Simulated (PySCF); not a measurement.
## RuH₂ at several levels of theory

All levels use the PBE0 minimum (triplet; Ru–H 1.559 Å (×2); H–Ru–H 75.0°), basis [Ru def2-TZVP with ECP28, H def2-TZVP], scalar-relativistic core potentials, density fitting, no spin–orbit coupling, PySCF. For vertical energies the ionised species is a quartet (spins chosen at PBE0 and kept) and the electron-attached one a doublet. Atomisation goes to high-spin ground-configuration atoms, without zero-point energy. Open shells are unrestricted, also as the reference of the correlated levels. A dash marks a value that was not computed or is not defined at that level.

```xyz
3
charge 0 multiplicity 3, angstrom
Ru    0.0000    0.0000   -0.0240
H     0.9492    0.0000    1.2132
H    -0.9492    0.0000    1.2132
```

```tsv
level	atomisation (kJ/mol)	vertical IP (eV)	vertical EA (eV)	−ε(HOMO) (eV)	dipole (D)
PBE0	519	8.29	0.21	5.75	2.85
HF	230	6.88	-0.31	9.16	3.98
MP2	480	7.92	-0.05	–	–
PBE	563	8.45	0.44	4.27	2.44
B3LYP	541	8.48	0.40	5.57	2.75
r2SCAN	550	8.29	0.29	4.43	2.67
TPSSh	554	8.37	0.20	5.00	2.87
M06-2X	509	8.26	0.32	7.29	2.83
HSE06	516	8.31	0.25	5.36	2.82
```

Spin contamination in at least one species weakens the values at: PBE0, HF, MP2, B3LYP, r2SCAN, TPSSh, M06-2X, HSE06.

Without diffuse functions attachment energies tend to come out too low.

Other spin states or occupations of the open shell can lie lower.
